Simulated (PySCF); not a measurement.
Al(H)(OH)(NH2) (AlH4NO), SMILES [NH2][AlH][OH].

The structure is a stationary point at TPSSh-D3(BJ)/def2-TZVP. Other conformers were not sampled.

The numbers are results of CAM-B3LYP/def2-TZVPD run with PySCF, not measurements.

Symmetry labels are those of the subgroup Cs that the program uses (full group Cs).

Computed valence orbital energies around the gap with their symmetry:
```tsv
orbital	symmetry	energy (eV)
HOMO−7	A'	-24.57
HOMO−6	A'	-15.57
HOMO−5	A'	-14.74
HOMO−4	A'	-13.17
HOMO−3	A'	-11.64
HOMO−2	A"	-10.73
HOMO−1	A'	-10.19
HOMO	A"	-8.89
LUMO	A'	0.30
LUMO+1	A"	0.82
LUMO+2	A'	0.99
LUMO+3	A'	1.66
```
